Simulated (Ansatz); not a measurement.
System: pyrazin-2-ylsilane, C₄H₆N₂Si, charge 0, multiplicity 1. SMILES: [SiH3]c1cnccn1
Geometry: optimised at B3LYP-D3(BJ)/def2-TZVP (Ansatz, a first-principles code).

Computed values are from Ansatz. Valence correlation only, unless marked. Open shells are spin-unrestricted. No spin-orbit coupling. Non-relativistic. CBS(X,Y): correlation extrapolated as X^-3; Hartree-Fock from the larger set.

The Hartree-Fock reference is unstable (checked in the largest basis), which strains HF and MP2. 

Task: What is the total energy at CCSD(T)/CBS(cc-pV(T+d)Z,cc-pV(Q+d)Z)?

Result: -554.2466 Eh.

Task: What is the atomisation energy De at CCSD(T)/CBS(cc-pV(T+d)Z,cc-pV(Q+d)Z)?

Result: 5485.9 kJ/mol.

Task: What is the T1 diagnostic at CCSD/cc-pV(Q+d)Z?

Result: 0.012.

Task: What is the dipole moment at CCSD(T)/aug-cc-pV(D+d)Z?

Result: 0.47 D.
